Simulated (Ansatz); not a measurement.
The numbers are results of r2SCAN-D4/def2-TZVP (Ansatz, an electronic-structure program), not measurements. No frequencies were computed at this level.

Ansatz 0.2 input:
```yaml
crystal:
  periodic: [false, false, false]
  atoms:
    - { symbol: O, position_ang: [1.229624, 0.502277, -0.255803] }
    - { symbol: Ge, position_ang: [-0.35467, 0.02726, 0.013327] }
    - { symbol: F, position_ang: [-1.361027, 1.316177, -0.337691] }
    - { symbol: F, position_ang: [-0.640277, -0.452779, 1.610724] }
    - { symbol: F, position_ang: [-0.82535, -1.28634, -0.943149] }
    - { symbol: H, position_ang: [1.951699, -0.106594, -0.087408] }
basis:
  gaussian: { orbitals: def2-tzvp }
hamiltonian:
  xc: r2scan
  dispersion: d4
relax:
  max_steps: 150
```

Output:

```
Functional definition: r2SCAN
1021 factors; their error is unknown
mean field evaluation 1: about -66727.1003 eV, gradient 8.2e1 eV
mean field evaluation 2: about -66704.2147 eV, gradient 1.5e2 eV
mean field evaluation 4: about -66736.1889 eV, gradient 8.9e0 eV
mean field evaluation 8: about -66736.2873 eV, gradient 2.6e-1 eV
mean field evaluation 16: about -66736.2873 eV, gradient 5.4e-5 eV
mean field -66736.28734739 eV, -2452.5133245363 hartree, gradient 5.4e-5 eV, S^2 0.000000; 0 other end points of the search recorded, 0 dependent functions left out
reference -66736.28735401 eV, -2452.5133247797 hartree; 34, 34 occupied and 144, 144 virtual orbitals, 1021 factors
relax step   1: F+E_penalty+E_count = -66736.31164906 eV  Δ(F+E_penalty+E_count) = +0.000e0 eV  max|allowed force component| = 1.687e0 eV/Å  Δτ_max = 0.0000 Å  (27 SCF iters, accepted)
these checks for a lower state are left out or cut short: starts, cluster_reference, orbital_swaps, neighbouring_geometries, increment
1021 factors; their error is unknown
mean field -66736.33971793 eV, -2452.5152491180 hartree, gradient 8.3e-6 eV, S^2 0.000000; 0 other end points of the search recorded, 0 dependent functions left out
reference -66736.33972456 eV, -2452.5152493620 hartree; 34, 34 occupied and 144, 144 virtual orbitals, 1021 factors
relax step   2: F+E_penalty+E_count = -66736.36395225 eV  Δ(F+E_penalty+E_count) = -5.230e-2 eV  max|allowed force component| = 7.709e-1 eV/Å  Δτ_max = 0.0198 Å  (31 SCF iters, accepted)
these checks for a lower state are left out or cut short: starts, cluster_reference, orbital_swaps, neighbouring_geometries, increment
1021 factors; their error is unknown
mean field -66736.36001212 eV, -2452.5159949158 hartree, gradient 8.7e-6 eV, S^2 0.000000; 0 other end points of the search recorded, 0 dependent functions left out
reference -66736.36001877 eV, -2452.5159951603 hartree; 34, 34 occupied and 144, 144 virtual orbitals, 1021 factors
relax step   3: F+E_penalty+E_count = -66736.38418888 eV  Δ(F+E_penalty+E_count) = -2.024e-2 eV  max|allowed force component| = 1.769e-1 eV/Å  Δτ_max = 0.0221 Å  (31 SCF iters, accepted)
these checks for a lower state are left out or cut short: starts, cluster_reference, orbital_swaps, neighbouring_geometries, increment
1021 factors; their error is unknown
mean field evaluation 32: about -66736.3739 eV, gradient 3.5e-3 eV
mean field -66736.36339758 eV, -2452.5161193294 hartree, gradient 8.6e-6 eV, S^2 0.000000; 0 other end points of the search recorded, 0 dependent functions left out
reference -66736.36340424 eV, -2452.5161195739 hartree; 34, 34 occupied and 144, 144 virtual orbitals, 1021 factors
relax step   4: F+E_penalty+E_count = -66736.38756680 eV  Δ(F+E_penalty+E_count) = -3.378e-3 eV  max|allowed force component| = 6.301e-2 eV/Å  Δτ_max = 0.0186 Å  (31 SCF iters, accepted)
these checks for a lower state are left out or cut short: starts, cluster_reference, orbital_swaps, neighbouring_geometries, increment
1021 factors; their error is unknown
mean field -66736.36487450 eV, -2452.5161736052 hartree, gradient 9.0e-6 eV, S^2 0.000000; 0 other end points of the search recorded, 0 dependent functions left out
reference -66736.36488115 eV, -2452.5161738495 hartree; 34, 34 occupied and 144, 144 virtual orbitals, 1021 factors
relax step   5: F+E_penalty+E_count = -66736.38904716 eV  Δ(F+E_penalty+E_count) = -1.480e-3 eV  max|allowed force component| = 2.680e-2 eV/Å  Δτ_max = 0.0233 Å  (30 SCF iters, accepted)
these checks for a lower state are left out or cut short: starts, cluster_reference, orbital_swaps, neighbouring_geometries, increment
1021 factors; their error is unknown
mean field -66736.36492640 eV, -2452.5161755124 hartree, gradient 8.9e-6 eV, S^2 0.000000; 0 other end points of the search recorded, 0 dependent functions left out
reference -66736.36493305 eV, -2452.5161757566 hartree; 34, 34 occupied and 144, 144 virtual orbitals, 1021 factors
relax step   6: F+E_penalty+E_count = -66736.38910231 eV  Δ(F+E_penalty+E_count) = -5.515e-5 eV  max|allowed force component| = 2.431e-3 eV/Å  Δτ_max = 0.0020 Å  (33 SCF iters, accepted)
1021 factors; their error is unknown
mean field evaluation 64: about -66736.3649 eV, gradient 7.9e-2 eV
mean field -66736.36492640 eV, -2452.5161755124 hartree, gradient 5.5e-5 eV, S^2 0.000000; 1 other end points of the search recorded, 0 dependent functions left out
reference -66736.36493305 eV, -2452.5161757566 hartree; 34, 34 occupied and 144, 144 virtual orbitals, 1021 factors
Total energy: -66736.38910895 eV, -2452.5170642048 hartree
Atom 0 at     1.268509     0.540662    -0.270356 Å, force    -0.002431     0.002107    -0.000051 eV/Å
Atom 1 at    -0.360338     0.025117     0.014491 Å, force     0.000696    -0.000739     0.000194 eV/Å
Atom 2 at    -1.384792     1.329765    -0.340093 Å, force     0.000025    -0.000028    -0.000049 eV/Å
Atom 3 at    -0.630045    -0.454444     1.629135 Å, force     0.000061     0.000638     0.000295 eV/Å
Atom 4 at    -0.816398    -1.300024    -0.957767 Å, force     0.000166     0.000178    -0.000543 eV/Å
Atom 5 at     1.923063    -0.141075    -0.075411 Å, force     0.001483    -0.002157     0.000154 eV/Å
Dipole moment:     0.436887    -0.160763     0.027660 e Å
```

Cost: around 70 core-seconds (rough).
